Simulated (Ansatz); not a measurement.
`N[SiH]([AsH2])C=O` + `CN[SiH3]` → `CN([SiH3])[AsH2]` + `N[SiH2]C=O`  (cleavage of the As–Si bond)

Isolated molecules relaxed with PBE0-D4/def2-TZVP in Ansatz; ΔE leaves out vibrations. CCSD(T)/CBS adds triple-zeta CCSD(T) − MP2 to the extrapolated MP2 energy (def2 sets, frozen cores). DFT in def2-TZVPP. B3LYP here is the variant with VWN-RPA as its local correlation; programs differ in this. For As outer-core shells are correlated without core-valence functions, which leaves a few kJ/mol of doubt a bond. Scalar relativity is left out up to krypton. One conformer a species, not always the lowest.

| level | ΔE (kJ/mol) |
| --- | --- |
| PBE-D4 | 72.5 |
| B3LYP-D4 | 62.8 |
| r2SCAN | 71.2 |
| PBE0 | 74.4 |
| B3LYP | 66.8 |
| SCS-MP2/def2-TZVPP | 53.9 |
| SCS-MP2/def2-QZVPP | 55.7 |
| CCSD/CBS(def2) | 63.7 |

Task: What does CCSD(T)/CBS give? (Estimate.)

Result: The calculation gave: +63.3 kJ/mol. The listed levels differ from it by 9.2, -0.5, 7.9, 11.1, 3.5, -9.4, -7.6, 0.4 kJ/mol.

Largest T1 diagnostic among the species: 0.014.

The D4 term adds −4.0 kJ/mol with B3LYP and −1.8 kJ/mol with PBE0; it sums over pairs of atoms, weighted by their polarisabilities, and B3LYP, whose exchange is more repulsive, gets the larger term.
